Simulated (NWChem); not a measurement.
System: C2H5NOSi; SMILES O[Si@@H]1C=NC1

```xyz
10

O      0.0288    -2.0635     0.3519
Si     0.0290    -0.5485    -0.3781
C      1.1003     0.9444     0.0983
N      0.1025     1.7742     0.1827
C     -1.1208     0.9222     0.0859
H      0.0311    -2.0592     1.3251
H      0.0769    -0.8757    -1.8435
H      2.1452     1.3037     0.1827
H     -1.8568     1.3220    -0.6435
H     -1.6268     0.8769     1.0733
```
Atoms are numbered in this order, from 1.

All runs: NWChem. Coordinates come from a PBE-D3(BJ)/def2-SVP optimisation. Level PBE0/def2-SVPD: energy and gradient; each run changes one setting, and changes count from the defaults (medium grid, exact Coulomb integrals, symmetry on).

```json
[
 {"setting": "defaults", "size of the energy change (μHa)": "< 10", "largest change of a gradient component (μHa/bohr)": "< 30", "time, defaults = 1 (rough)": "about 1"},
 {"setting": "tight SCF thresholds and tolerances", "size of the energy change (μHa)": "< 10", "largest change of a gradient component (μHa/bohr)": "< 30", "time, defaults = 1 (rough)": "2"},
 {"setting": "Becke weights", "size of the energy change (μHa)": "< 10", "largest change of a gradient component (μHa/bohr)": "80", "time, defaults = 1 (rough)": "2"},
 {"setting": "extra-fine grid", "size of the energy change (μHa)": "< 10", "largest change of a gradient component (μHa/bohr)": "80", "time, defaults = 1 (rough)": "4"}
]
```
